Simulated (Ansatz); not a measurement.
`C[O][InH][Cl]` + HBr → `C[O][InH][Br]` + HCl at 298.15 K and 1 bar (ligand exchange at the In–Cl bond).

Computed with Ansatz on PBE0-D4/def2-TZVP structures; ΔE is electronic, products minus reactants. CCSD(T)/CBS is the MP2 limit (def2-TZVPP, def2-QZVPP) plus CCSD(T) − MP2 in def2-TZVPP, frozen cores. This one scheme is used for every species. Elements past krypton have def2 core potentials. For Br, In outer-core shells are correlated without core-valence functions, which leaves a few kJ/mol of doubt a bond. Scalar relativity is left out up to krypton. Each species was taken in one conformer, which may not be the lowest.

```csv
species,CCSD(T)/CBS energy (Eh),H − E (kJ/mol),S (J/(mol·K))
`C[O][InH][Cl]`,-765.26650,147.5,358.1
HBr,-2573.91920,24.6,198.6
`C[O][InH][Br]`,-2878.81206,147.1,368.8
HCl,-460.38127,26.6,186.8
```

H − E and S are ideal-gas, rigid-rotor, harmonic terms from PBE0-D4/def2-TZVP, for one conformer and one mirror image of each species. 1 Eh = 2625.50 kJ/mol, R = 8.31446 J/(mol·K).

Problem. By hand: ΔE, ΔH, ΔS and ΔG.

Solution. ΔE = (-2878.81206) + (-460.38127) − (-765.26650) − (-2573.91920) = -0.00763 Eh = -20.0 kJ/mol. Δ(H − E) = 147.1 + 26.6 − 147.5 − 24.6 = 1.6, so ΔH = -18.4 kJ/mol. ΔS = 368.8 + 186.8 − 358.1 − 198.6 = -1.1 J/(mol·K). ΔG = -18.4 − 298.15 × (-1.1)/1000 = -18.1 kJ/mol.

Problem. By hand: the equilibrium constant, and the temperature at which ΔG would vanish if ΔH and ΔS stayed fixed.

Solution. log₁₀ K = −ΔG/(RT ln 10) = 3.2. ΔG = 0 at ΔH/ΔS = 16727 K, far beyond where these terms or the molecules hold.

The number of gas molecules stays the same, so ΔS is small and ΔH decides. A doubt of 5 kJ/mol in ΔE shifts log₁₀ K by 0.9 here. Other conformers and mirror images would add mixing entropy, several J/(mol·K) or more a flexible species. These are equilibria of isolated gas molecules and say nothing of rates. Largest T1 diagnostic: 0.016 (customary marks: 0.02 for closed shells, 0.045 for open ones).
